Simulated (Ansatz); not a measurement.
Geometry optimisation, RKS PBE0-D4/def2-SVP in Ansatz 0.2.0.

Input:

```yaml
crystal:
  periodic: [false, false, false]
  atoms:
    - { symbol: Ge, position_ang: [-0.114366, -0.284903, 0.087912] }
    - { symbol: O, position_ang: [-0.271485, -0.17336, 1.841398] }
    - { symbol: H, position_ang: [-0.697158, 0.658288, 2.089559] }
    - { symbol: O, position_ang: [1.536497, -0.092096, -0.431595] }
    - { symbol: H, position_ang: [1.82406, -0.834483, -0.976703] }
    - { symbol: F, position_ang: [-1.12849, 0.950141, -0.55891] }
    - { symbol: O, position_ang: [-0.635895, -1.850637, -0.486608] }
    - { symbol: H, position_ang: [-1.442609, -2.166483, -0.063968] }
    - { symbol: Cl, position_ang: [1.301904, 2.447052, 1.59705] }
    - { symbol: H, position_ang: [1.477543, 1.17318, 1.946866] }
basis:
  gaussian: { orbitals: def2-SVP }
hamiltonian:
  xc: pbe0
  dispersion: d4
relax:
  f_tol: 0.03
  max_steps: 50
```

Launched with:

```bash
$ ansatz run input.yaml --threads 4 --pin off --max-ram 5120MiB --backend cpu --events-out ev --progress --plain --runs-dir out
```

Question: Where does it end, and by what steps?

Answer: The forces met the threshold. After 22 steps the energy has fallen by 0.306 eV; H10 moved furthest, 0.87 Å.

| step | energy less start (eV) | largest force component (eV/Å) | accepted |
| --- | --- | --- | --- |
| 0 | 0.0000 | 1.126 | yes |
| 1 | -0.0387 | 0.843 | yes |
| 2 | -0.0542 | 0.413 | yes |
| 3 | -0.0405 | 1.193 | no |
| 4 | -0.0637 | 0.273 | yes |
| 5 | -0.0756 | 0.091 | yes |
| 6 | -0.0813 | 0.070 | yes |
| 7 | -0.0668 | 0.841 | no |
| 8 | -0.0852 | 0.079 | yes |
| 9 | -0.0947 | 0.319 | yes |
| 10 | -0.1107 | 0.745 | yes |
| 11 | -0.1692 | 0.536 | yes |
| 12 | -0.2319 | 0.544 | yes |
| 13 | -0.2664 | 0.984 | yes |
| 14 | -0.2716 | 0.346 | yes |
| 15 | -0.2920 | 0.276 | yes |
| 16 | -0.2964 | 0.240 | yes |
| 17 | -0.3024 | 0.088 | yes |
| 18 | -0.3036 | 0.154 | yes |
| 19 | -0.3059 | 0.124 | yes |
| 20 | -0.2582 | 1.520 | no |
| 21 | -0.3060 | 0.151 | yes |
| 22 | -0.3064 | 0.028 | yes |

```xyz
10
Properties=species:S:1:pos:R:3
Ge -0.310 -0.391 0.189
O -0.824 -0.009 1.797
H -0.350 0.761 2.156
O 1.419 -0.054 0.046
H 1.789 -0.213 -0.832
F -1.121 0.608 -0.966
O -0.586 -2.051 -0.254
H -1.519 -2.286 -0.312
Cl 1.550 2.184 2.068
H 1.803 1.278 1.152
```

The run took 56 s on 4 threads of Arm Neoverse V1, on a shared host, peak memory 0.35 GiB.
